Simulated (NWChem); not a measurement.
# trimethylboroxine (C3H9B3O3); SMILES CB1OB(C)OB(C)O1

Computed with NWChem. Pople sets run with spherical d functions. STO-3G and 3-21G are far too small for this property and stand as cheap habits. Geometry: optimised at PBE0/def2-SVP. Not confirmed as a minimum by frequencies. B3LYP is NWChem's, with the RPA form of VWN correlation. Field at 589 nm.

| level | isotropic polarisability (bohr³) | anisotropy (bohr³) |
|---|---|---|
| B3LYP/STO-3G | 43.3 | 28.8 |
| B3LYP/6-31G* | 70.1 | 27.1 |
| B3LYP/def2-SVP | ? | 26.8 |

Fill in the missing entries.


- B3LYP/def2-SVP, isotropic polarisability (bohr³): 72.6
